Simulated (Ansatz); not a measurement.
One change: `[SiH3][O][Al]([Cl])[Cl]` becomes `CC[O][Al]([Cl])[Cl]`.

Ansatz, PBE0-D4/def2-TZVP geometries, multiplicity 1. Each molecule was computed in one conformer, which needn't be the lowest.

| property | `[SiH3][O][Al]([Cl])[Cl]` |
| --- | --- |
| HOMO–LUMO gap (PBE0/def2-TZVPP) / eV | 7.89 |
| HOMO energy (ωB97M-V/def2-TZVPP) / eV | -11.27 |
| HOMO–LUMO gap (PBE/def2-TZVPP) / eV | 5.58 |
| HOMO energy (B3LYP/def2-TZVPP) / eV | -8.75 |
| LUMO energy (ωB97M-V/def2-TZVPP) / eV | 0.57 |
| LUMO energy (B3LYP/def2-TZVPP) / eV | -1.37 |

Q: Give the same properties after the change, and the shifts. (Estimate.)

A: Computed: 
| property | `CC[O][Al]([Cl])[Cl]` | shift |
| --- | --- | --- |
| HOMO–LUMO gap (PBE0/def2-TZVPP) / eV | 7.78 | -0.11 |
| HOMO energy (ωB97M-V/def2-TZVPP) / eV | -10.98 | 0.29 |
| HOMO–LUMO gap (PBE/def2-TZVPP) / eV | 5.41 | -0.17 |
| HOMO energy (B3LYP/def2-TZVPP) / eV | -8.36 | 0.39 |
| LUMO energy (ωB97M-V/def2-TZVPP) / eV | 0.88 | 0.31 |
| LUMO energy (B3LYP/def2-TZVPP) / eV | -1.08 | 0.29 |

With PBE0 the HOMO rises by 0.40 eV and the LUMO rises by 0.30 eV, so the gap narrows by about 0.10 eV. PBE moves the HOMO by 0.47 eV and ωB97M-V by 0.29 eV.

B3LYP here is the variant with VWN-RPA as its local correlation; programs differ in this.
